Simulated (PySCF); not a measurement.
# Rh³⁺: interval between two levels

Rh³⁺ [Kr] 4d6 [5D4, M_J = 4] → Rh³⁺ [Kr] 4d5 5p1 [7P4, M_J = 4], as a difference of total energies. All numbers are calculated (PySCF 2.14, the two-component X2C-1e Hamiltonian, in x2c-TZVPall-2c with one added diffuse shell each of s, p, d type (9s10p8d1f, 86 functions)). Correlated levels: [Ar] 3d10 frozen; the 6 highest virtual spinors dropped. "Screened" scales the spin-orbit matrix elements by Boettger's factors to mimic the two-electron term; Breit and QED terms are absent.

| method | interval between two levels (cm⁻¹) |
| --- | --- |
| GHF (spin-free) | 119540 |
| GMP2 (spin-free) | 122460 |
| GHF (screened spin-orbit) | 122290 |
| GMP2 (screened spin-orbit) | 125370 |

The labels give the starting determinants; with spin-orbit coupling the two ends relaxed to ⟨J²⟩ = 20.01, ⟨L²⟩ = 6.10, ⟨S²⟩ = 5.96 and ⟨J²⟩ = 20.00, ⟨L²⟩ = 2.05, ⟨S²⟩ = 11.96.
